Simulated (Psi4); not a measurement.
C2H3O2 (SMILES [CH2]C(=O)O), doublet, geometry from GFN2-xTB; CISD/STO-3G in Psi4 1.11.

The Psi4 input:
```
memory 2 GB

molecule {
0 2
  C    -1.36117832   -0.26974965    0.13237859
  C     0.00579222    0.10746035   -0.00938527
  O     0.41203326    1.24989483   -0.13701374
  O     0.85181276   -0.94705890    0.00975486
  H    -1.62384014   -1.30516767    0.23952430
  H    -2.11821760    0.49114534    0.13041341
  H     1.76360616   -0.63492926   -0.08982650
}

set basis sto-3g
set reference uhf

energy('cisd')
print_variables()
```

### Question
Write the output that Psi4 gives for this input, abridged.

### Answer

```
Traceback (most recent call last):
  File "psi4", line 375, in <module>
  File "<string>", line 28, in <module>
  File "site-packages/psi4/driver/driver.py", line 461, in energy
  File "site-packages/psi4/driver/task_planner.py", line 255, in task_planner
  File "site-packages/psi4/driver/driver_util.py", line 222, in negotiate_derivative_type
  File "site-packages/psi4/driver/driver_util.py", line 355, in highest_analytic_derivative_available

psi4.driver.p4util.exceptions.MissingMethodError: Method=cisd is not available for any derivative level under conditions CI_TYPE=CONV, REFERENCE=UHF, FREEZE_CORE=FALSE, QC_MODULE=(auto). See https://psicode.org/psi4manual/master/introduction.html#ss-cisd. Or did you mean? ccd ccsd cisdt cisdtq qcisd lccsd ci2 ci3 ci4 ci5 ci6 ci7 ci8 ci9 ci10 ci11 ci12 ci13 ci14 ci15 ci16 ci17 ci18 ci19 ci20 ci21 ci22 ci23 ci24 ci25 ci26 ci27 ci28 ci29 ci30 ci31 ci32 ci33 ci34 ci35 ci36 ci37 ci38 ci39 ci40 ci41 ci42 ci43 ci44 ci45 ci46 ci47 ci48 ci49 ci50 ci51 ci52 ci53 ci54 ci55 ci56 ci57 ci58 ci59 ci60 ci61 ci62 ci63 ci64 ci65 ci66 ci67 ci68 ci69 ci70 ci71 ci72 ci73 ci74 ci75 ci76 ci77 ci78 ci79 ci80 ci81 ci82 ci83 ci84 ci85 ci86 ci87 ci88 ci89 ci90 ci91 ci92 ci93 ci94 ci95 ci96 ci97 ci98

Printing out the relevant lines from the Psithon --> Python processed input file:
      H     1.76360616   -0.63492926   -0.08982650
    """)
    core.IO.set_default_namespace("")
    core.set_global_option("BASIS", "sto-3g")
    core.set_global_option("REFERENCE", "uhf")
--> energy('cisd')
    print_variables()

!----------------------------------------------------------------------------------!
!                                                                                  !
!  Method=cisd is not available for any derivative level under conditions          !
!     CI_TYPE=CONV, REFERENCE=UHF, FREEZE_CORE=FALSE, QC_MODULE=(auto). See        !
!     https://psicode.org/psi4manual/master/introduction.html#ss-cisd. Or did you  !
!     mean? ccd ccsd cisdt cisdtq qcisd lccsd ci2 ci3 ci4 ci5 ci6 ci7 ci8 ci9 ci10 !
!     ci11 ci12 ci13 ci14 ci15 ci16 ci17 ci18 ci19 ci20 ci21 ci22 ci23 ci24 ci25   !
!     ci26 ci27 ci28 ci29 ci30 ci31 ci32 ci33 ci34 ci35 ci36 ci37 ci38 ci39 ci40   !
!     ci41 ci42 ci43 ci44 ci45 ci46 ci47 ci48 ci49 ci50 ci51 ci52 ci53 ci54 ci55   !
!     ci56 ci57 ci58 ci59 ci60 ci61 ci62 ci63 ci64 ci65 ci66 ci67 ci68 ci69 ci70   !
!     ci71 ci72 ci73 ci74 ci75 ci76 ci77 ci78 ci79 ci80 ci81 ci82 ci83 ci84 ci85   !
!     ci86 ci87 ci88 ci89 ci90 ci91 ci92 ci93 ci94 ci95 ci96 ci97 ci98             !
!                                                                                  !
!----------------------------------------------------------------------------------!
```

The input was rejected before any calculation.
